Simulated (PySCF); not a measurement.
# Reading the logs of faulty runs: CFH3Si2

These are calculations, not measurements. The program is PySCF 2.14.0, an open-source quantum chemistry code, run on an isolated molecule that a program drew, which may never have been made. The molecule is CFH3Si2 (charge 0, singlet), drawn as the SMILES string `C=[Si](F)[SiH]`.

Each row is a Hartree-Fock (HF) and frozen-core CCSD(T) single point in the cc-pV(D+d)Z basis, meant for a local HF minimum. Run 1 is clean. Each other run has one planted mistake out of seven kinds, and not every kind appears here: one electron removed, one electron added, multiplicity raised by two, geometry at a saddle point, minimal basis STO-3G, one bond length entered in bohr, all coordinates scaled. The reference is restricted for singlets and unrestricted otherwise, and also for a bond in bohr. Adding or removing an electron swaps singlet and doublet. Electrons count all cores. HOMO and LUMO are orbital energies over both spins, the gradient is its largest component, and the lowest frequency (negative if imaginary) is given only where the gradient is small. Bond lengths are over the 6 bonds as drawn. T1 is the CCSD diagnostic: over 0.02 (restricted) or 0.045 (unrestricted) a single reference is doubtful.

Geometry of the clean run:
```xyz
7
CFH3Si2, angstrom
C     1.0311   -0.9062   -0.7954
Si    1.6028    0.6427   -0.4086
F     0.5453    1.7569    0.0999
Si    3.8451    1.3855   -0.5317
H    -0.0026   -1.2280   -0.7324
H     1.7393   -1.6536   -1.1363
H     4.2334    0.0071   -1.0163
```

```
run  electrons  basis functions  <S^2>  HOMO (eV)  LUMO (eV)  gradient (hartree/bohr)  lowest frequency (cm^-1)  mean bond (Å)  longest bond (Å)      T1  HF (hartree)  CCSD(T) (hartree)               mistake
  1         46               89  0.000      -8.61      -0.67                  8.0e-06                       111         1.5600             2.365  0.0200    -716.86917         -717.42789              no fault
  2         45               89  1.688     -14.20      -5.90                  1.0e-01                         -         1.5600             2.365  0.0490    -716.60003         -717.10012  one electron removed
  3         47               89  0.831      -2.17       6.28                  4.1e-02                         -         1.5600             2.365  0.0213    -716.92098         -717.48017                     ?
  4         46               89  2.070      -8.24       0.33                  5.9e-03                         -         1.8115             3.204  0.0412    -716.75204         -717.25470                     ?
```

**Which mistake was planted in run 3, and what did it cost?**

It counts 47 electrons, one more than the clean run, at the same geometry and basis. So the mistake is: one electron added. Subtracting run 1 and multiplying by 627.51 kcal/mol a hartree, the energy moved by -32.5 kcal/mol in HF and -32.8 kcal/mol in CCSD(T).

**Which mistake was planted in run 4, and what did it cost?**

The mean bond changes by a factor of 1.161 and the longest by 1.355, so the molecule wasn't scaled as a whole. A length L in bohr read as angstrom grows by (1/0.5292 - 1) L = 0.890 L. The 6 bonds together grew by 6 x 0.2515 = 1.509 Å, which gives L = 1.696 Å. That is bond C1-Si2, 1.696 Å in the clean geometry. So the mistake is: one bond length entered in bohr. Subtracting run 1 and multiplying by 627.51 kcal/mol a hartree, the energy moved by 73.5 kcal/mol in HF and 108.7 kcal/mol in CCSD(T).

Cautions from the logs. Run 1: T1 is over the limit, so its CCSD(T) energy is less reliable; run 2: T1 is over the limit, so its CCSD(T) energy is less reliable.
